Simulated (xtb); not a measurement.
H6O4SnZr, SMILES [OH][Zr]([OH])([OH])[O][SnH3], multiplicity 1. All values are semi-empirical tight-binding results from xtb (GFN2-xTB unless named), good for trends rather than for accurate numbers. Geometry: GFN2-xTB. The spin state was assumed, not searched. One conformer was computed; it need not be the lowest.

Optimised geometry:

```xyz
12

O      0.3280    -1.1500     0.3550
Sn    -1.5198    -0.7715    -0.1886
H     -2.0767    -2.3270    -0.5285
H     -1.6187     0.1647    -1.6106
H     -2.4326    -0.1514     1.0871
Zr     1.1322     0.5458     0.1256
O     -0.3178     1.7749     0.3555
H     -0.4179     2.1434     1.2452
O      1.7459     0.4829    -1.6489
H      1.5632    -0.2483    -2.2538
O      2.2981     0.9064     1.5564
H      3.2508     1.0514     1.5228
```

For metal compounds this method's bond lengths and energies can be far off.

| Quantity | Result |
|---|---|
| orbital gap | 5.08 eV |
| zero-point energy | 34.3 kcal/mol |
| G − E(el) at 298.15 K (modified RRHO) | 10.0 kcal/mol |

Computed atomic charges and the Wiberg bond orders between heavy atoms:
charges (e) O1 -0.59, Sn2 0.20, H3 0.04, H4 0.08, H5 0.08, Zr6 1.28, O7 -0.65, H8 0.31, O9 -0.68, H10 0.30, O11 -0.67, H12 0.30. Bond orders O1–Sn2 0.88, O1–Zr6 0.91, Zr6–O7 0.91, Zr6–O9 0.97, Zr6–O11 0.96.
